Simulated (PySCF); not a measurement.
Compound: GeBrH3.
Geometry (PBE0-D3(BJ)/def2-SVP, Å), atoms numbered from 1 in this order:
```
atom  x, y, z in Å
Ge1   -0.0016    0.0023   -0.1866
Br2    0.0171   -0.0253    2.1256
H3     1.4587    0.0125   -0.6577
H4    -0.7412    1.2730   -0.6260
H5    -0.7329   -1.2626   -0.6552
```

The closed-shell ground state was solved at several levels (PySCF, density fitting, gas phase). Relativistic effects, spin–orbit coupling among them, are left out although an element past zinc is present.

```csv
level,basis functions,total energy (Eh),HOMO (eV),LUMO (eV),gap (eV),dipole (D)
PBE0/pcSseg-1 (pcSseg-2 on Ge),119,-4652.1940,-8.25,-0.68,7.57,1.89
"PBE/pcJ-1 (pcSseg-1 on Br, pcSseg-1 on Ge)",112,-4651.8056,-6.95,-1.48,5.47,1.79
PBE/pcSseg-1 (pcSseg-2 on Ge),119,-4652.0622,-6.95,-1.55,5.40,1.73
B3LYP/pcSseg-1 (pcSseg-2 on Ge),119,-4652.8471,-7.95,-0.92,7.03,1.80
```

Problem. What might CAM-B3LYP/def2-SVPD (103 basis functions) give for the same quantities?

Solution. Total energy -4652.6628 Eh, HOMO -9.58 eV, LUMO -0.02 eV, gap 9.56 eV, dipole 1.98 D.

Problem. Over all these levels, which gives the widest orbital gap and which the narrowest?

Solution. CAM-B3LYP/def2-SVPD (range-separated hybrid) has the widest, 9.56 eV, and PBE/pcSseg-1 (pcSseg-2 on Ge) (GGA) the narrowest, 5.40 eV. Functional and basis both differ between the two, so the spread mixes both effects.

Problem. In the pcSseg-1 (pcSseg-2 on Ge) basis, how does the gap go with the fixed share of exact exchange?

Solution. PBE (0 %) 5.40 eV; B3LYP (20 %) 7.03 eV; PBE0 (25 %) 7.57 eV. Each rise in the share widens the gap here.

Problem. How far do the dipole and the HOMO energy spread over the levels?

Solution. The dipole runs from 1.73 to 1.98 D (mean 1.84 D) and the HOMO from -9.58 to -6.95 eV.
